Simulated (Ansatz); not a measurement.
C2H5BrSi (`Br[SiH]1CC1`), relaxed with RKS PBE0-D4/def2-TZVP in Ansatz from a PBE-D4/def2-SVP geometry. The force threshold is 0.005 eV/Å; the program also tests the step.

Total charge 0; spin multiplicity 1.

Start:

```xyz
9

Br    1.677   -1.922   -1.368
Si    0.316   -1.003    0.142
C    -0.870    0.333   -0.385
C     0.369    0.838    0.420
H    -0.014   -1.954    1.243
H    -0.910    0.620   -1.450
H    -1.855    0.407    0.108
H     1.104    1.440   -0.142
H     0.182    1.239    1.432
```

(1) How much energy does the relaxation release, and in how many steps? (An estimate is asked.)

(2) Which bonds change most? (Best estimate.)

(3) Give the relaxed structure. (Estimate.)

Answers

(1) Computed: 0.05 eV, in 5 steps.

(2) Ansatz gave: Si2–C3 from 1.863 to 1.831 Å; Si2–C4 from 1.863 to 1.831 Å; Br1–Si2 from 2.231 to 2.207 Å; C3–H7 from 1.104 to 1.086 Å.

(3) The calculation gave: 
```xyz
9

Br    1.654   -1.902   -1.349
Si    0.310   -0.984    0.141
C    -0.864    0.320   -0.385
C     0.374    0.825    0.420
H    -0.008   -1.931    1.224
H    -0.898    0.615   -1.429
H    -1.828    0.408    0.107
H     1.085    1.424   -0.139
H     0.175    1.225    1.410
```
